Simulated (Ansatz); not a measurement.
Species: PbBr, net charge 0, doublet state. SMILES: [Br][Pb]
Structure (B3LYP-D3(BJ)/def2-TZVP (Ansatz, an electronic-structure program) minimum search):
```xyz
2

Pb     0.0000     0.0000    -0.7892
Br     0.0000     0.0000     1.8489
```
Charge 0, spin multiplicity 2.

Question: Give the harmonic wavenumbers at B3LYP-D3(BJ)/def2-TZVP (Ansatz, finite differences of forces, unscaled).

Answer: 203 cm⁻¹. Zero-point energy 0.3 kcal/mol.

Question: From these and the geometry, give the ideal-gas thermochemistry at 298.15 K and 1 atm (rigid rotor, harmonic oscillator).

Answer: Point group C∞v, rotational symmetry number 1. Rotational constants 1.259, 1.259 GHz. S(trans) 42.86, S(rot) 18.89, S(vib) 2.10, S(elec, spin only) 1.38, S 65.2 cal/(mol K). H(298) - H(0) 2.42 kcal/mol; G - E(el) -16.7 kcal/mol.
